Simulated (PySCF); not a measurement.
**Ga (gallium, neutral): UHF calculation**

Configuration: [Ar] 3d10 4s2 4p1, 2P determinant. Computed with PySCF 2.14 in def2-TZVP, with no relativity, point nucleus.

* Total energy: -1923.223491 hartree
* One-electron energy: -2684.8935 hartree
* Hartree (Coulomb) energy: 835.2065 hartree
* Exchange energy: -73.5365 hartree
* Kinetic energy: 1923.18588 hartree
* ⟨S²⟩: 0.7630
* ⟨L²⟩: 2.039
* Sum of ⟨r⟩: 23.34 bohr
* Sum of ⟨r²⟩: 40.31 bohr²
* Traceless quadrupole moment −½Σ⟨3z² − r²⟩ along its main axis: -5.46 e·bohr²
* Density at the nucleus (Gaussians lack the cusp): 19900 bohr⁻³
* Spin density at the nucleus: -0.332 bohr⁻³
* Langevin diamagnetic susceptibility: -31.9 ×10⁻⁶ cm³/mol
* Time after the integrals: 0.18 s of wall time on 1 thread of Intel(R) Xeon(R) Platinum 8375C CPU @ 2.90GHz (shared host)

| shell | electrons | mean orbital energy (eV) | spread (eV) | rms radius, mean of both spins (bohr) |
| --- | --- | --- | --- | --- |
| 1s α | 1 | -10308.1 | 0 | 0.0572 |
| 1s β | 1 | -10308.1 | 0 | 0.0572 |
| 2s β | 1 | -1310.7 | 0 | 0.239 |
| 2s α | 1 | -1310.7 | 0 | 0.239 |
| 2p α | 3 | -1156.3 | 0.004 | 0.212 |
| 2p β | 3 | -1156.3 | 0.075 | 0.212 |
| 3s α | 1 | -173.96 | 0 | 0.709 |
| 3s β | 1 | -173.94 | 0 | 0.709 |
| 3p α | 3 | -121.95 | 0.010 | 0.742 |
| 3p β | 3 | -121.89 | 0.287 | 0.742 |
| 3d α | 5 | -32.402 | 0.210 | 0.893 |
| 3d β | 5 | -32.386 | 0.295 | 0.893 |
| 4s α | 1 | -12.390 | 0 | 2.69 |
| 4s β | 1 | -10.700 | 0 | 2.69 |
| 4p α | 1 | -5.839 | 0 | 3.63 |
